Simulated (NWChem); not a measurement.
System: silylarsine (SiAsH₅); SMILES [SiH3][AsH2]

Input file for NWChem:

```
start job
memory heap 200 mb stack 900 mb global 1100 mb
geometry units angstroms
  Si    -1.588900     0.156026     0.375830
  As     0.655346    -0.058862    -0.181960
  H     -2.387644    -0.788351    -0.416493
  H     -2.050861     1.512289     0.052499
  H     -1.901117    -0.086464     1.789389
  H      0.800239    -1.328997     0.605077
  H      1.100042     0.719021     1.022571
end
basis spherical
  * library 6-31g*
end
dft
  xc b3lyp
  iterations 150
end
driver
  maxiter 120
end
task dft optimize
task dft freq
```

The level has its own optimisation; frequencies are unscaled.

**Question.** Predict the main results of this run. (B3LYP/6-31G* (spherical d).) Quantities: r As–Si (Å); r H–Si (Å); r As–H (Å); highest harmonic frequency (cm⁻¹); lowest (cm⁻¹); zero-point energy (kcal/mol); dipole (D).

**Answer.** 
```json
{
  "r As–Si (Å)": "2.392",
  "r H–Si (Å)": "1.488",
  "r As–H (Å)": "1.534",
  "highest harmonic frequency (cm⁻¹)": "2256",
  "lowest (cm⁻¹)": "148",
  "zero-point energy (kcal/mol)": "25.4",
  "dipole (D)": "0.56"
}
```
